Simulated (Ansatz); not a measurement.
`F[SiH](Cl)N[SiH3]` + `C[SiH2]C(N)=O` → `F[SiH2]N[SiH3]` + `NC(=O)[SiH2]CCl`  (redistribution)

Computed with Ansatz on PBE0-D4/def2-TZVP structures; ΔE is electronic, products minus reactants. CCSD(T)/CBS adds triple-zeta CCSD(T) − MP2 to the extrapolated MP2 energy (def2 sets, frozen cores). This one scheme is used for every species. DFT in def2-TZVPP. B3LYP here is the variant with VWN-RPA as its local correlation; programs differ in this. One conformer a species, not always the lowest.

| level | ΔE (kJ/mol) | difference from CCSD(T)/CBS |
| --- | --- | --- |
| r2SCAN-D4 | 192.3 | 6.3 |
| B3LYP-D4 | 183.4 | -2.6 |
| ωB97M-V | 188.3 | 2.3 |
| B2PLYP | 185.3 | -0.7 |
| SCS-MP2/def2-TZVPP | 183.9 | -2.1 |
| CCSD/def2-TZVPP | 185.5 | -0.5 |
| CCSD(T)/def2-TZVPP | 184.3 | -1.7 |
| HF/CBS(def2) | 188.3 | 2.3 |
| MP2/CBS(def2) | 191.7 | 5.7 |
| CCSD/CBS(def2) | 187.2 | 1.2 |
| CCSD(T)/CBS | 186.0 | 0 |

Largest T1 diagnostic among the species: 0.015.

From PBE to PBE0 (25 % exact exchange), in def2-TZVPP and without D4, ΔE moves by +5.6 kJ/mol.

CCSD(T)/CBS has its own doubt, a few kJ/mol and more with outer-core shells, so smaller differences from it don't rank the levels.
